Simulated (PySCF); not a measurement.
Compound: C6H10FPSi2.
Structure used (GFN2-xTB), in Å, numbered top down from 1:
```xyz
20
C6H10FPSi2 angstrom
C     -0.4603    2.4997    0.5507
C     -1.1331    1.4860    0.0319
P     -0.4383    0.1555   -0.9874
C     -0.9249   -1.2707    0.0344
Si    -2.6906   -1.8881    0.2192
C      0.1918   -1.8647    0.5119
C      1.3941   -1.1404    0.2272
F      2.5756   -1.6156    0.6748
C      1.2850    0.0240   -0.4499
Si     2.7251    1.1015   -0.9970
H     -0.9577    3.2764    1.1098
H      0.6072    2.5934    0.4411
H     -2.2100    1.4112    0.1335
H     -3.5380   -1.1323   -0.7056
H     -3.1224   -1.6537    1.6008
H     -2.7390   -3.3174   -0.0931
H      0.2131   -2.7790    1.0835
H      2.1982    2.0751   -1.9563
H      3.2650    1.7822    0.1849
H      3.7541    0.2676   -1.6174
```

Definitions: NICS(0) = −σiso at the ring centroid; NICS(1) = −σiso and NICS(1)zz = −σzz at ±1 Å along the ring normal z. Level: GIAO PBE0/pcSseg-1 (PySCF, non-relativistic, gas phase) on the GFN2-xTB geometry, one conformer.

Ring bond lengths (Å), with Mayer bond orders in brackets: P3–C4 1.821 (0.96), C4–C6 1.352 (1.70), C6–C7 1.432 (1.18), C7–C9 1.351 (1.68), C9–P3 1.810 (0.98).

Question: What do the NICS probes read (ppm)?

Answer: 
```tsv
ring	type	NICS(0)	NICS(1), two faces	NICS(1)zz, two faces	rms pucker (Å)	centre to ring atoms, mean (Å)
P3–C4–C6–C7–C9	5-membered ring with P; bonds drawn aromatic by RDKit's count	-6.3	-6.4 / -6.4	-11.4 / -10.6	0.05	1.31
```

Question: What do they say, and how far can they be read as aromaticity?

Answer: 
- P3–C4–C6–C7–C9: mean NICS(1)zz -11.0 ppm, shielded. The ring is puckered (0.05 Å rms).

Question: And the bond-length index? Use HOMA with the parameters of Krygowski (1993).

Answer: 
- P3–C4–C6–C7–C9: HOMA 0.11; the largest term is that of P3–C4, α(R − Ropt)² = 1.79.
